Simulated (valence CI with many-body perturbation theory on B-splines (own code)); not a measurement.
# Energy levels of Ho XXXVII

Calculated by valence CI with perturbative core correlation (CI+MBPT): three valence electrons over a frozen Dirac-Fock core [Ar] 3d10, a basis of 11 s, 11 p, 10 d, 8 f, 5 g, 2 h functions for each j, with the one-electron correlation potential Σ1, the two-electron term Σ2, the three-electron term Σ3, Breit, model QED; selected CI, second order for the rest, scaled by the run's own slope (own B-spline code, finite nucleus).

No measured spectrum was set against this ion. As an estimate, large intervals hold to a few tenths of a per cent, small ones and those within an open d or f shell to about a per cent.

Levels 91 to 135 of 192, with energies above the lowest level, (4s^2 4p1/2) J=1/2. "Leading %" is the weight of the configuration and term that name the level; weights of strongly mixed levels are sums over their largest components and can fall short. In the jj column 3d3/2^4 stands for four electrons in 3d with j = 3/2.

```csv
No.,Configuration,Term,J,E (eV),Leading %,Second component,Leading jj
91,4s 4p 4f,4D,1/2,479.59,74,9 % 4p2 4d 2P,4s 4p3/2 4f5/2 (74 %)
92,4s 4p 4f,4G,9/2,479.95,34,29 % 4s 4d2 4F,4s 4p3/2 4f5/2 (36 %)
93,4s 4d2,2F,5/2,480.34,25,16 % 4s 4p 4f 2D,4s 4p3/2 4f7/2 (42 %)
94,4p2 4d,2D,3/2,480.39,26,21 % 4s 4d2 2P,4s 4d3/2 4d5/2 (29 %)
95,4s 4d2,2D,5/2,482.39,40,32 % 4s 4d2 4P,4s 4d5/2^2 (71 %)
96,4p2 4d,2D,5/2,484.38,43,11 % 4s 4p 4f 2D,4p3/2^2 4d5/2 (66 %)
97,4s 4p 4f,2F,7/2,485.65,49,24 % 4s 4p 4f 4D,4s 4p3/2 4f7/2 (74 %)
98,4s 4p 4f,2F,5/2,488.51,50,8 % 4p2 4d 2D,4s 4p3/2 4f5/2 (58 %)
99,4s 4d2,2P,1/2,488.91,46,20 % 4s 4d2 2S,4s 4d3/2 4d5/2 (48 %)
100,4s 4d2,2F,7/2,489.71,38,16 % 4s 4p 4f 2F,4s 4p3/2 4f7/2 (32 %)
101,4s 4p 4f,2G,9/2,493.45,79,17 % 4s 4d2 2G,4s 4p3/2 4f7/2 (49 %)
102,4s 4p 4f,2D,3/2,495.31,53,17 % 4s 4d2 2D,4s 4p3/2 4f7/2 (40 %)
103,4s 4d2,2P,3/2,500.35,38,30 % 4s 4p 4f 2D,4s 4d5/2^2 (34 %)
104,4s 4d2,2S,1/2,500.39,53,26 % 4s 4d2 2P,4s 4d5/2^2 (73 %)
105,4s 4p 4f,2G,9/2,501.96,46,23 % 4s 4d2 2G,4s 4p3/2 4f7/2 (55 %)
106,4s 4p 4f,2G,7/2,502.49,37,10 % 4s 4d2 2F,4s 4p3/2 4f5/2 (56 %)
107,4s 4p 4f,2D,5/2,503.34,63,10 % 4s 4d2 2D,4s 4p3/2 4f7/2 (72 %)
108,4s 4d2,2F,7/2,505.75,22,20 % 4s 4p 4f 2F,4s 4p3/2 4f7/2 (40 %)
109,4s 4p 4f,2D,3/2,506.52,34,18 % 4p2 4d 2D,4p3/2^2 4d5/2 (35 %)
110,4p2 4f,2F°,5/2,508.24,33,32 % 4p2 4f 4G°,4p1/2^2 4f5/2 (89 %)
111,4p2 4d,2F,5/2,509.36,26,15 % 4p2 4d 2D,4p3/2^2 4d5/2 (40 %)
112,4p2 4f,2F°,7/2,512.71,31,17 % 4p2 4f 4D°,4p1/2^2 4f7/2 (94 %)
113,4p 4d2,4G°,5/2,528.84,56,27 % 4p 4d2 2F°,4p1/2 4d3/2^2 (87 %)
114,4p 4d2,4G°,7/2,540.89,58,9 % 4p 4d2 2G°,4p1/2 4d3/2 4d5/2 (89 %)
115,4p 4d2,4D°,1/2,541.64,49,33 % 4p 4d2 2P°,4p1/2 4d3/2^2 (94 %)
116,4p 4d2,2D°,5/2,543.06,26,18 % 4p 4d2 4D°,4p1/2 4d3/2 4d5/2 (89 %)
117,4p 4d2,4F°,3/2,543.27,42,32 % 4p 4d2 2D°,4p1/2 4d3/2^2 (62 %)
118,4p 4d2,2H°,9/2,543.79,44,18 % 4p 4d2 2G°,4p1/2 4d3/2 4d5/2 (81 %)
119,4p 4d2,4D°,3/2,546.49,31,31 % 4p 4d2 2D°,4p1/2 4d3/2 4d5/2 (62 %)
120,4p 4d2,4P°,1/2,547.46,50,26 % 4p 4d2 4D°,4p1/2 4d3/2 4d5/2 (99 %)
121,4p 4d2,2G°,7/2,554.93,26,25 % 4p 4d2 2F°,4p1/2 4d3/2 4d5/2 (44 %)
122,4p 4d2,4F°,5/2,555.45,20,18 % 4p 4d2 4D°,4p1/2 4d3/2 4d5/2 (77 %)
123,4p 4d2,4D°,7/2,557.50,37,17 % 4p 4d2 2F°,4p1/2 4d5/2^2 (44 %)
124,4p 4d2,4G°,9/2,558.02,33,14 % 4p 4d2 2G°,4p1/2 4d5/2^2 (64 %)
125,4p 4d2,4D°,3/2,558.75,38,21 % 4p 4d2 2P°,4p1/2 4d3/2 4d5/2 (73 %)
126,4p2 4f,2G°,7/2,560.14,67,26 % 4p2 4f 4G°,4p1/2 4p3/2 4f5/2 (86 %)
127,4p2 4f,4G°,5/2,561.11,35,26 % 4p2 4f 2D°,4p1/2 4p3/2 4f5/2 (69 %)
128,4p 4d2,4P°,3/2,563.32,28,22 % 4p2 4f 4F°,4p1/2 4d5/2^2 (37 %)
129,4p2 4f,4G°,9/2,563.83,37,21 % 4p2 4f 2G°,4p1/2 4p3/2 4f5/2 (49 %)
130,4p2 4f,2F°,5/2,563.94,28,19 % 4p2 4f 2D°,4p1/2 4p3/2 4f5/2 (43 %)
131,4p2 4f,4F°,3/2,564.57,51,12 % 4p2 4f 2D°,4p1/2 4p3/2 4f5/2 (61 %)
132,4p2 4f,4F°,9/2,564.81,52,30 % 4p2 4f 2G°,4p1/2 4p3/2 4f7/2 (95 %)
133,4p2 4f,2H°,11/2,564.86,56,35 % 4p2 4f 4G°,4p1/2 4p3/2 4f7/2 (91 %)
134,4p2 4f,4F°,5/2,564.92,31,15 % 4p2 4f 2F°,4p1/2 4p3/2 4f7/2 (39 %)
135,4p2 4f,2F°,7/2,565.35,24,23 % 4p2 4f 4G°,4p1/2 4p3/2 4f7/2 (71 %)
```

Where two levels of one J and parity lie close, their mixing, g and order are uncertain.
